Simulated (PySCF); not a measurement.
C3H7BO2.
InChI=1S/C3H7BO2/c1-3-2-5-4-6-3/h3-4H,2H2,1H3/t3-/m1/s1

Method: PySCF 2.14.0, PBE0-D3(BJ)/def2-SVP geometry optimisation, gas phase.

Masses are those of the commonest isotopes; rigid-rotor values at the optimised geometry. 

(1) What are A, B and C (GHz)?

(2) Classify the top.

(3) Is it planar, by Δ = Ic − Ia − Ib?

(4) Give the other two planar moments, Paa and Pbb, and the rms extents of the mass along the axes.

(5) Give the coordinates in the principal-axis frame, origin at the centre of mass.

(6) Where do the levels up to J = 4 lie, in MHz?

(7) Predict some low-J microwave lines.

## Answers

(1) Ia = 71.58, Ib = 143.87, Ic = 193.53 u·Å²; 505379 MHz·u·Å²/I gives 7060, 3513 and 2611 MHz, that is A = 7.0602, B = 3.5129, C = 2.6113 GHz.

(2) An asymmetric top; Ray's κ = -0.595.

(3) Not planar: Δ = Ic − Ia − Ib = -21.91 u·Å². For a rigid frame Δ = −2 Σ m c², so Σ m c² = 10.96 u·Å² lies off the ab plane: 6.08 from hydrogen and 4.88 from heavier atoms. The atom farthest from that plane is 1.52 Å away.

(4) Paa = Σ m a² = (Ib + Ic − Ia)/2 = 132.91 and Pbb = Σ m b² = (Ia + Ic − Ib)/2 = 60.62 u·Å². With the mass M = 86.05 u, the rms extents √(P/M) along a, b and c are 1.24, 0.84, 0.36 Å.

(5) The sense of each axis is arbitrary; atoms in the order of the calculation.
```
atom  mass (u)   a (Å)   b (Å)   c (Å)
  C1    12.000  -2.052   0.076  -0.344
  C2    12.000  -0.761   0.040   0.439
  C3    12.000   0.221   1.188   0.112
  O4    15.995   1.463   0.559  -0.157
  B5    11.009   1.256  -0.786  -0.164
  O6    15.995  -0.020  -1.144   0.137
  H7     1.008  -1.846   0.099  -1.426
  H8     1.008  -2.659  -0.814  -0.127
  H9     1.008  -2.640   0.969  -0.081
 H10     1.008  -0.988   0.020   1.519
 H11     1.008   0.337   1.898   0.946
 H12     1.008  -0.098   1.757  -0.778
 H13     1.008   2.120  -1.581  -0.412
```

(6) Above 0(0,0):
J = 1: 1(0,1) 6124, 1(1,1) 9672, 1(1,0) 10573
J = 2: 2(0,2) 18221, 2(1,2) 21018, 2(1,1) 23723, 2(2,1) 34365, 2(2,0) 34516
J = 3: 3(0,3) 36016, 3(1,3) 37951, 3(1,2) 43344, 3(2,2) 52738, 3(2,1) 53467, 3(3,1) 72816, 3(3,0) 72832
J = 4: 4(0,4) 59203, 4(1,4) 60385, 4(1,3) 69289, 4(2,3) 77116, 4(2,2) 79153, 4(3,2) 97573, 4(3,1) 97683, 4(4,1) 125331, 4(4,0) 125332
Those of J = 1 are B + C, A + C and A + B.

(7) The dipole components are |μa| = 1.96 D, |μb| = 1.51 D, |μc| = 0.46 D. The squared components, which scale the intensities, stand as 1.00 : 0.59 : 0.06 (a : b : c). Some lines, for components of 0.1 D or more:

| type | branch | J(Ka,Kc) | MHz | lower level (cm⁻¹) |
| --- | --- | --- | --- | --- |
| a | Q | 3(2,1) ← 3(2,2) | 729 | 1.759 |
| a | Q | 3(1,2) ← 3(1,3) | 5393 | 1.266 |
| b | Q | 2(1,1) ← 2(0,2) | 5502 | 0.608 |
| a | Q | 4(1,3) ← 4(1,4) | 8905 | 2.014 |
| b | Q | 4(2,2) ← 4(1,3) | 9864 | 2.311 |
| b | Q | 3(2,1) ← 3(1,2) | 10123 | 1.446 |
| c | R | 1(1,0) ← 0(0,0) | 10573 | 0.000 |
| b | Q | 2(2,1) ← 2(1,2) | 13347 | 0.701 |
| c | Q | 3(3,1) ← 3(2,1) | 19349 | 1.783 |
| b | R | 3(1,3) ← 2(0,2) | 19729 | 0.608 |
| b | R | 2(2,1) ← 1(1,0) | 23792 | 0.353 |
| c | R | 3(2,2) ← 2(1,2) | 31719 | 0.701 |
| c | R | 4(4,0) ← 3(3,0) | 52500 | 2.429 |

Whether it is a minimum is left open (no frequencies). These are rigid-rotor constants of the computed structure; measured ground-state constants (B0) also hold zero-point vibration. A rigid rotor knows nothing of internal rotation, which can split or shift real lines. Quadrupole hyperfine structure (11B) is left out.
